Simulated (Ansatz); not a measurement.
System: CH$_{5}$BNO$_{2}$, net charge 0, doublet state. It need not be the lowest isomer of its formula. SMILES: [CH2]NB(O)O
Structure (B3LYP-D3(BJ)/def2-TZVP (Ansatz, a program for electronic structure) minimum search):
```xyz
10

C      1.8460    -0.7063     0.3859
N      0.9293     0.3086     0.1974
B     -0.4662     0.1873    -0.0935
O     -1.1195    -1.0178    -0.1831
O     -1.1694     1.3486    -0.2906
H      1.5961    -1.7044     0.0605
H      2.8742    -0.4512     0.5800
H      1.2822     1.2454     0.3184
H     -0.5873    -1.7820     0.0534
H     -2.1036     1.1866    -0.4523
```
Charge 0, spin multiplicity 2.

Parts of the frozen-core correlation energy in cc-pwCVTZ (Ansatz, hartree). Frozen orbitals: 5; correlated occupied orbitals by spin: 15 and 14; virtual: 265 and 266. UHF or UKS for open shells. Spin-orbit coupling is left out. Non-relativistic.

```json
[
 {"term": "reference (HF)", "value": "-269.85896"},
 {"term": "MP2 opposite-spin", "value": "…"},
 {"term": "MP2 same-spin", "value": "-0.23760"},
 {"term": "CCSD correlation", "value": "…"},
 {"term": "(T)", "value": "…"},
 {"term": "T1 diagnostic", "value": "0.014"},
 {"term": "largest doubles amplitude", "value": "0.015"},
 {"term": "<S^2> of the reference", "value": "0.763"}
]
```

### Question
Some entries are withheld; supply them.

### Answer

- MP2 opposite-spin, value: -0.71081
- CCSD correlation, value: -0.97166
- (T), value: -0.03741
